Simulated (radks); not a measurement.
The mean radii <r> (bohr) of the occupied orbitals of an atom or ion are listed with their occupations. Calculated with a radial shooting solver on a logarithmic mesh with Libxc functionals: scalar-relativistic Kohn-Sham, LB94 model potential, spin-polarised, spherical densities, finite nucleus; Fermi nuclear charge, rms radius of each element as measured or else 0.836 A^(1/3) + 0.57 fm.

orbital  occ.      <r>
1s          2  0.01603
2s          2  0.06751
2p          6  0.06132
3s          2   0.1743
3p          6   0.1761
3d         10   0.1596
4s          2   0.3847
4p          6   0.4103
4d         10   0.4310
5s          2   0.8484
4f         14   0.4516
5p          6   0.9729
5d         10    1.287
6s          2    2.124

Name the element and its charge. Open shells, if any, are filled with parallel spins first.

Answer. Z = 82, lead, charge +2: Pb2+ in [Hg]. The 1s radius gives Z: for a bare nucleus <r> = (2 gamma + 1)/(2Z) with gamma = sqrt(1 - (Z/c)^2), 0.01587 bohr for Z = 82, and screening makes it slightly larger (0.01603 here). The occupations add up to 80, and the charge is Z minus that.
